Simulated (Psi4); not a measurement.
Br3In (SMILES [Br][In]([Br])[Br]), singlet, geometry from GFN2-xTB (such geometries of metal compounds can be far from the true shape) (all electrons, no relativity); PBE/3-21G run with Psi4.

Input for Psi4:
```
memory 2 GB

molecule mol {
0 1
In   -0.000000   -0.000000   -0.000000
Br   -1.988817   -1.488447   -0.194303
Br    0.006465    2.223711   -1.124139
Br    1.982352   -0.735264    1.318441
}

set {
  basis 3-21g
  reference rks
  scf_type pk
}

energy('pbe')
print_variables()
```

It wrote (shortened):

```
   => Loading Basis Set <=

    Name: 3-21G
    Role: ORBITAL
    Keyword: BASIS

         ---------------------------------------------------------
                                   SCF
               by Justin Turney, Rob Parrish, Andy Simmonett
                          and Daniel G. A. Smith
                              RKS Reference
         ---------------------------------------------------------

  ==> Geometry <==

    Molecular point group: c1
    Full point group: C1

    Geometry (in Angstrom), charge = 0, multiplicity = 1:

       Center              X                  Y                   Z               Mass
    ------------   -----------------  -----------------  -----------------  -----------------
         IN           0.000000000000     0.000000000000     0.000000224417   114.903878776000
         BR          -1.988817000000    -1.488447000000    -0.194302775583    78.918337600000
         BR           0.006465000000     2.223711000000    -1.124138775583    78.918337600000
         BR           1.982352000000    -0.735264000000     1.318441224417    78.918337600000

  Running in c1 symmetry.

  Rotational constants: A =      0.02294  B =      0.02294  C =      0.01147 [cm^-1]
  Rotational constants: A =    687.62703  B =    687.62690  C =    343.81348 [MHz]
  Nuclear repulsion = 1543.279288940692368

  Charge       = 0
  Multiplicity = 1
  Electrons    = 154
  Nalpha       = 77
  Nbeta        = 77

  ==> Algorithm <==

  SCF Algorithm Type is PK.
  DIIS enabled.
  MOM disabled.
  Fractional occupation disabled.
  Guess Type is SAD.
  Energy threshold   = 1.00e-06
  Density threshold  = 1.00e-06
  Integral threshold = 1.00e-12

  ==> Primary Basis <==

  Basis Set: 3-21G
    Blend: 3-21G
    Number of shells: 43
    Number of basis functions: 102
    Number of Cartesian functions: 102
    Spherical Harmonics?: false
    Max angular momentum: 2

  ==> DFT Potential <==

   => LibXC <=

    Version 7.1.2
    S. Lehtola, C. Steigemann, M. J. T. Oliveira, and M. A. L. Marques,  SoftwareX 7, 1–5 (2018) (10.1016/j.softx.2017.11.002)

   => Composite Functional: PBE <=

    PBE GGA Exchange-Correlation Functional

    J.P. Perdew et. al., Phys. Rev. Lett., 77(18), 3865-3868, 1996

    Deriv               =              1
    GGA                 =           TRUE
    Meta                =          FALSE

    Exchange Hybrid     =          FALSE
    MP2 Hybrid          =          FALSE

   => Exchange Functionals <=

    1.0000     XC_GGA_X_PBE

[...]
   @RKS iter   2: -13401.19254155950694   -3.43869e-01   4.29746e-03 ADIIS/DIIS
   @RKS iter   3: -13401.30904975563681   -1.16508e-01   2.26761e-03 ADIIS/DIIS
   @RKS iter   4: -13401.35764493551142   -4.85952e-02   5.97086e-04 ADIIS/DIIS
   @RKS iter   5: -13401.36046943903239   -2.82450e-03   3.91366e-05 DIIS
   @RKS iter   6: -13401.36047946739200   -1.00284e-05   7.41390e-06 DIIS
   @RKS iter   7: -13401.36048005882003   -5.91428e-07   1.86581e-07 DIIS
  Energy and wave function converged.

  ==> Post-Iterations <==

   Electrons on quadrature grid:
      Ntotal   =  153.9999319607 ; deviation = -6.804e-05

    Orbital Energies [Eh]
    ---------------------

    Doubly Occupied:

[...]
    Virtual:

[...]
     102A    195.965740

    Final Occupation by Irrep:
              A
    DOCC [    77 ]
    NA   [    77 ]
    NB   [    77 ]

  @RKS Final Energy: -13401.36048005882003

   => Energetics <=

    Nuclear Repulsion Energy =           1543.2792889406923678
    One-Electron Energy =              -21688.3321387561591109
    Two-Electron Energy =                7172.3052267983512138
    DFT Exchange-Correlation Energy =    -428.6128570417031938
    Empirical Dispersion Energy =           0.0000000000000000
    VV10 Nonlocal Energy =                  0.0000000000000000
    Total Energy =                     -13401.3604800588200305

Computation Completed

Properties will be evaluated at   0.000000,   0.000000,   0.000000 [a0]

Properties computed using the SCF density matrix

 Multipole Moments:

 ------------------------------------------------------------------------------------
     Multipole            Electronic (a.u.)      Nuclear  (a.u.)        Total (a.u.)
 ------------------------------------------------------------------------------------

 L = 1.  Multiply by 2.5417464519 to convert [e a0] to [Debye]
 Dipole X            :          0.0000127            0.0000000            0.0000127
 Dipole Y            :          0.0000070            0.0000000            0.0000070
 Dipole Z            :          0.0000038           -0.0000008            0.0000030
 Magnitude           :                                                    0.0000148

 ------------------------------------------------------------------------------------

  Variable Map:
  ----------------------------------------------------------------------------
[...]
  Array Variable Map:
  ----------------------------------------------------------------------------
[...]
[...]
```
